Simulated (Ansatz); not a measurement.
Cost and result for the atomization energy of C2H8SiSn (`[SiH3][CH]1[CH2][SnH2]1`) (12 atoms, 12 bonds).

```tsv
atom	x (Å)	y (Å)	z (Å)
Si1	0.693	-0.450	1.388
C2	0.628	0.306	-0.321
C3	-0.157	1.372	-0.664
Sn4	-1.713	-0.400	-1.392
H5	0.728	-1.930	1.347
H6	1.960	0.018	2.025
H7	-0.453	0.054	2.185
H8	1.333	-0.052	-1.068
H9	-0.015	1.909	-1.596
H10	-0.795	1.857	0.070
H11	-1.706	-1.244	0.155
H12	-0.501	-1.442	-2.130
```

The species carries charge 0 and has multiplicity 1. Correlated methods include outer-core shells of Sn, which these sets cover unevenly. Sn: def2 effective core potential. All single points use the PBE0-D4/def2-TZVP geometry. Program: Ansatz. All runs use 4 threads of an Arm Neoverse V1 on a shared host. Times are those of one run each, without the atoms' runs, and a repeat can differ threefold. Electronic energies, without spin–orbit coupling; frozen cores. CCSD(T)/CBS adds CCSD(T) − MP2 in def2-TZVPP to the MP2 limit, and its time is that of the two runs behind it. T1 = 0.016. With those shells the extrapolation isn't a true limit. B3LYP takes the VWN-RPA correlation (the form of Gaussian; ORCA's B3LYP/G).

CCSD(T)/CBS is a level of theory with its own doubt, some kJ/mol a heavy atom from the limit and from the frozen cores, so smaller differences don't rank the functionals.

```tsv
level	functions	wall time
PBE-D4/def2-TZVPP (with forces)	266	3.3 s
PBE0-D4/def2-TZVPP	266	3.9 s
r2SCAN-D4/def2-TZVPP (with forces)	266	6.5 s
B3LYP-D4/def2-TZVPP (with forces)	266	6.5 s
B2PLYP/def2-TZVPP	266	7.5 s
ωB97X-V/def2-TZVPP	266	10 s
ωB97M-V/def2-TZVPP (with forces)	266	15 s
MP2/def2-QZVPP	506	33 s
CCSD(T)/def2-TZVPP	266	4.6 min
CCSD(T)/CBS(def2)	–	5.1 min
```

Task: What atomization energy does each give, and how far from CCSD(T)/CBS? (Estimate.)

Result: Ansatz gave: 
```
                             level  atomization (kJ/mol)  difference from CCSD(T)/CBS  per bond
   PBE-D4/def2-TZVPP (with forces)                3871.9                         13.0       1.1
                PBE0-D4/def2-TZVPP                3828.9                        -30.0      -2.5
r2SCAN-D4/def2-TZVPP (with forces)                3849.0                         -9.9      -0.8
 B3LYP-D4/def2-TZVPP (with forces)                3853.0                         -5.9      -0.5
                 B2PLYP/def2-TZVPP                3792.6                        -66.3      -5.5
                ωB97X-V/def2-TZVPP                3851.7                         -7.2      -0.6
  ωB97M-V/def2-TZVPP (with forces)                3843.4                        -15.5      -1.3
                    MP2/def2-QZVPP                3806.1                        -52.8      -4.4
                CCSD(T)/def2-TZVPP                3761.8                        -97.1      -8.1
                 CCSD(T)/CBS(def2)                3858.9                          0.0       0.0
```

In def2-TZVPP, CCSD(T) changes the Hartree–Fock value by +932.6 kJ/mol (the triples alone add +53.3 kJ/mol) and MP2 by +919.4 kJ/mol; breaking electron pairs costs correlation energy, which Hartree–Fock lacks. The D4 term adds +49.6 kJ/mol with B3LYP and +25.9 kJ/mol with PBE0; it sums over pairs of atoms, weighted by their polarisabilities, and B3LYP, whose exchange is more repulsive, gets the larger term. From PBE to PBE0 (25 % exact exchange), in def2-TZVPP and without D4, the atomization energy moves by −38.4 kJ/mol: exact exchange takes away binding that semilocal exchange gives to molecules.

Spin–orbit coupling would lower the free Sn atoms strongly, and the atomization energy with them, by more than many differences here. For some Ge, Se and Sn compounds the MP2-based and the directly extrapolated limit differ by 10 to 25 kJ/mol.
